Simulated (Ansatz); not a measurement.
Born–Oppenheimer molecular dynamics of AlH₇N₂OSi (12 atoms, charge 0, multiplicity 1). It starts from a relaxed structure.

Theory: RKS PBE0/6-31G in Ansatz 0.2.0.

| Item | Value |
| --- | --- |
| ensemble | NVE (velocity Verlet) |
| time step | 3 fs |
| steps asked | 40 |
| starting velocities drawn for | 700 K |
| seed | 457208 |

First frame:

```xyz
12
Properties=species:S:1:pos:R:3
Al -0.214 -0.245 0.129
N -0.165 0.048 1.893
H -0.933 0.409 2.437
H 0.647 -0.133 2.464
O 1.168 -0.863 -0.665
Si 2.535 -1.464 -1.442
H 2.170 -2.611 -2.350
H 3.189 -0.393 -2.277
H 3.545 -1.958 -0.438
N -1.696 0.099 -0.812
H -2.553 0.462 -0.422
H -1.771 -0.052 -1.807
```

(1) What does the run give?

(2) What happens to the structure?

(3) How do temperature and energy run in time?

Answers

(1) The run went to its last step.

```
steps done                                               : 40
time covered                                             : 120 fs
mean temperature over the second half                    : 45451 K
spread of the potential energy over the second half      : 188.1 meV per atom
mean potential energy of the second half above the start : 2673.3 meV per atom
```

The conserved energy changed by up to 7900 meV per atom, so the integration failed: the time step of 3 fs is too long for the fastest motions that this run met, and the later frames carry no physical meaning.

(2) Parted: Al1–N10 1.79 → 2.64 Å, N2–H3 1.01 → 73.65 Å, N2–H4 1.01 → 56.10 Å, N10–H11 1.01 → 38.23 Å, N10–H12 1.01 → 30.28 Å. It ends as AlH3NOSi + H + H + H + H + N. Pairs count as bonded within 1.25 times the sum of covalent radii (0.12 Å more for H–H). Another seed would give other details.

(3) 
| time (fs) | T (K) | potential energy less start (eV) | conserved less start (meV/atom) |
| --- | --- | --- | --- |
| 0 | 700 | 0.000 | 0.00 |
| 9 | 856 | 4.133 | 361.17 |
| 18 | 38640 | 22.637 | 5973.10 |
| 27 | 35833 | 29.254 | 6222.21 |
| 36 | 36106 | 25.644 | 5950.85 |
| 45 | 34576 | 26.959 | 5895.58 |
| 54 | 34120 | 26.878 | 5839.73 |
| 63 | 33675 | 27.861 | 5873.66 |
| 72 | 48132 | 33.532 | 7903.57 |
| 81 | 48565 | 32.278 | 7845.66 |
| 90 | 48813 | 31.979 | 7847.47 |
| 99 | 47866 | 33.167 | 7844.55 |
| 108 | 47789 | 33.257 | 7843.63 |
| 117 | 47245 | 34.033 | 7849.81 |

Time of the run: 6.3 min on 1 thread of Arm Neoverse V1 (shared host), peak memory 0.17 GiB.
